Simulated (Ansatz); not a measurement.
Cartesian coordinates (Å):
```xyz
4

In    -0.5008     0.2283     0.0070
H     -1.2814    -1.2462     0.0293
H      0.1439     1.7670    -0.0135
H      1.6383    -0.7491    -0.0228
```
Charge +1, spin multiplicity 2.

The numbers are results of frozen-core CCSD(T)/def2-TZVPP // PBE0-D3(BJ)/def2-TZVP in Ansatz (an electronic-structure program), not measurements.

```json
{
 "HF energy": "-190.59858 Ha",
 "MP2 correlation energy": "-0.27049 Ha"
}
```

Task: Estimate the CCSD correlation energy, the (T) correction, the total energy and the T1 diagnostic.

Result: 
| Quantity | Value |
|---|---|
| CCSD correlation energy | -0.27884 Ha |
| (T) correction | -0.00648 Ha |
| CCSD(T) total energy | -190.88390 Ha |
| T1 diagnostic | 0.017 |
